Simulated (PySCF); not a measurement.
Bond curve of CsMg⁺

Set-up: Cs def2-SVPD with ECP46, Mg def2-SVPD; scalar-relativistic core potentials (PySCF 2.14). Energies in eV from Cs⁺ + Mg in their ground configurations at the same level. State: ¹Σ⁺ (singlet), closed shell.

| R (Å) | RHF-MP2 | M06-L |
| --- | --- | --- |
| 3.649 | -0.0800 | -0.0881 |
| 3.819 | -0.1524 | -0.1516 |
| 3.988 | -0.1941 | -0.1861 |
| 4.116 | -0.2108 | -0.1988 |
| 4.243 | -0.2183 | -0.2037 |
| 4.370 | -0.2190 | -0.2029 |
| 4.540 | -0.2126 | -0.1964 |
| 4.752 | -0.1974 | -0.1833 |
| 5.007 | -0.1745 | -0.1651 |
| 5.346 | -0.1436 | -0.1395 |

Problem. Put a parabola through the three lowest points of the RHF-MP2 curve and estimate Re, k and ωe (reduced mass 20.32 u; 1 eV/Å² = 0.16022 mdyn/Å; ωe = 1302.8·√(k/μ) cm⁻¹).

Solution. Through R = 4.243, 4.37, 4.54 Å the second-order coefficient is 0.145 eV/Å², so Re ≈ 4.325 Å, k ≈ 0.0466 mdyn/Å and ωe ≈ 62 cm⁻¹. A polynomial fit of higher order to the unrounded RHF-MP2 energies gives Re = 4.321 Å, k = 0.0549 mdyn/Å, ωe = 67.7 cm⁻¹; anharmonicity and rounding make the difference.

The higher-order fit for each curve: RHF-MP2: Re = 4.321 Å, ωe = 67.7 cm⁻¹, De = 0.219 eV; M06-L: Re = 4.286 Å, ωe = 63.3 cm⁻¹, De = 0.204 eV.

Correlated steps freeze 1 core orbital. Closed-shell solutions of metal pairs were not tested for spin polarisation, which can lower them a little. The bond is weak. Basis-set superposition, not corrected here, can be much of De in a small basis, most of all at correlated wavefunction levels. Spin–orbit coupling is left out. For an ion De counts to the pair picked by the measured ionisation energies or electron affinities, which need not be the lowest pair at this level.
